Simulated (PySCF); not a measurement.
Excitation energy of Pd by level of theory

Pd [Kr] 4d10 (1S) → Pd [Kr] 4d9 5s1, s spin flipped, as a difference of total energies. Calculation: PySCF 2.14, in aug-cc-pwCVTZ-PP with ECP28MDF; scalar relativity through the core potential. Correlated levels: valence: 4s2 4p6 frozen; valence and next inner shell: nothing frozen outside the core potential. The calculations carry no spin-orbit coupling.

```
                                method  excitation energy (eV)
                                   UHF                   0.103
                                   LDA                   1.151
                                   PBE                   1.037
                                  PBE0                   0.957
                                r2SCAN                   0.778
                                   M06                   1.606
                                 B3LYP                   0.914
                                 B97-3                   1.072
                         MP2 (valence)                   1.495
                     SCS-MP2 (valence)                   1.371
    MP2 (valence and next inner shell)                   1.505
SCS-MP2 (valence and next inner shell)                   1.344
```

Question: How much does correlation contribute at MP2 (valence and next inner shell)?

Answer: 1.505 − (0.103) = 1.402 eV, measured against UHF.

The upper determinant mixes two multiplicities, so it lies between the two terms.
